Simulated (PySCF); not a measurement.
Mass spectrum arithmetic for CoCl2

Species: `[Cl][Co][Cl]` [quartet].

Calculated for natural abundance.

Question: Molar mass and exact mass?

Answer: For CoCl2, with standard atomic weights, 1 × 58.933 + 2 × 35.450 = 129.833 g/mol. From the most abundant isotopes (59Co, 35Cl), 1 × 58.933195 + 2 × 34.968853 = 128.8709 u.

Question: Work out the cluster of the singly charged cation M+, one line a nominal mass.

Answer: 
| nominal mass | m/z (centroid) | relative intensity |
| --- | --- | --- |
| 129 | 128.8704 | 100.0 |
| 131 | 130.8674 | 63.9 |
| 133 | 132.8645 | 10.2 |

Lines under 0.1 % of the tallest are left out. One electron mass, 0.00055 u, is taken off. Abundances used (%; other tables differ somewhat): 35Cl 75.78, 37Cl 24.22.

Question: Give the mass fraction of each element.

Answer: Co 45.39 %, Cl 54.61 %.

Question: Count the protons, neutrons and electrons of the monoisotopic species, and give its exact less its nominal mass.

Answer: 61 protons, 68 neutrons and 61 electrons; 128.8709 − 129 = -0.1291 u.

Question: What share of all molecules is the monoisotopic species?

Answer: 1 × 0.7578^2 = 57.43 %.
